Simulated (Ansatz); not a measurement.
Ansatz (a quantum-chemistry and plane-wave program) input:
A basis named .json is the Basis Set Exchange file of that set.

Ansatz 0.2 input:
```yaml
crystal:
  periodic: [false, false, false]
  atoms:
    - {symbol: Te, position_ang: [-0.01364257, 0.01570217, -1.36551830]}
    - {symbol: Te, position_ang: [-0.02506281, 0.00587325, 1.36543410]}
    - {symbol: H, position_ang: [1.58370894, 0.46887769, -1.51907689]}
    - {symbol: H, position_ang: [0.42897095, -1.59079914, 1.52345558]}
basis:
  gaussian:
    orbitals: def2-TZVPPD.json
total_charge: -1
magnetization: {spin_polarized: true, initial_magnetization: 1}
correlation: {method: ccsd_t, electrons: outside_noble_gas}
```

Q: Which total energy does the run end on?

A: -535.52401 Eh (CCSD(T)/def2-TZVPPD). The basis has 152 functions.

This state (charge -1, doublet) is run at the relaxed geometry of the species with charge 0 and multiplicity 1.
